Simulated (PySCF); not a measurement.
SnI2, SMILES [I][Sn][I] (connectivity only; charge and spin as stated), neutral, multiplicity 1.

Geometry optimised at ωB97X-D3(BJ)/def2-SVP. The isomer is the one that the SMILES or the coordinates give; other isomers of the formula were not compared. The def2 effective core potentials stand for the cores of I, Sn; spin–orbit coupling is left out.

These are r2SCAN/def2-TZVPD (PySCF) values and carry that method's errors.

Isolated molecule, no solvent.

Q: Estimate the frontier levels, gap, dipole moment and polarisability. (Estimate from the structure and the level; the computed values follow.)

A: 
```yaml
highest_occupied_level: -6.52 eV
lowest_empty_level: -3.80 eV
orbital_gap: 2.72 eV
dipole_moment: 2.17 D
quadrupole, principal values (traceless, Buckingham form, about the centre of nuclear charge): -6.70, 3.06, 3.65 D·Å
mean_static_polarisability: 120.0 bohr³ (17.78 Å³)
polarisability_principal_values: 83.5, 115.7, 160.7 bohr³
```
